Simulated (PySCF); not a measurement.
## A small calculation by hand: oscillator strength and radiative lifetime

C3H2O, SMILES C#CC=O.

Geometry: B3LYP-D3(BJ)/def2-SVP.

TDDFT-PBE/def2-SVPD (PySCF) puts the first singlet state with f over 0.02 at 5.51 eV (vertical), with the transition dipole (0.093, 0.874, 0.000) in atomic units.

### Question
Find the oscillator strength, the wavelength and the radiative lifetime that this transition would have in vacuum if emission retraced absorption.

### Answer

|μ|² = 0.7725 au, so |μ| = 2.23 D. ΔE = 5.51/27.211 = 0.2025 hartree. f = (2/3) ΔE |μ|² = 0.104 (the program prints 0.104).
λ = 1239.84/5.51 = 225 nm; ν = 44441 cm⁻¹.
Einstein's coefficient A = 0.6670 ν² f s⁻¹ (ν in cm⁻¹) = 1.4e8 s⁻¹, so τ = 1/A = 7.3 ns. This state is S3; the lower singlets have f = 0.000, 0.000. The figure is the radiative limit of this one transition; relaxation, internal conversion, crossing to triplets and a medium change what is measured.
